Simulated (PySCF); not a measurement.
Pb(I)(OH) (HIOPb), SMILES [OH][Pb][I] (connectivity only; charge and spin as stated), neutral, multiplicity 1.

Geometry: B3LYP-D3(BJ)/def2-SVP. The def2 effective core potentials stand for the cores of I, Pb; spin–orbit coupling is left out. Other conformers were not sampled.

All values below come from B3LYP-D3(BJ)/def2-SVP (PySCF).

Frequencies are harmonic and unscaled.

Computed vibrational spectrum:
```csv
mode,ν (cm⁻¹),IR (km/mol),Raman (Å⁴/amu),depolarisation,moving atoms (share of kinetic energy)
1,111,1.2,3.6,0.65,"O 73 %, I 15 %"
2,161,23.0,7.9,0.30,"I 55 %, Pb 41 %"
3,343,109.6,8.2,0.75,H 92 %
4,537,82.2,17.4,0.29,O 90 %
5,698,63.0,3.4,0.75,H 94 %
6,3789,52.4,224.9,0.30,H 94 %
```
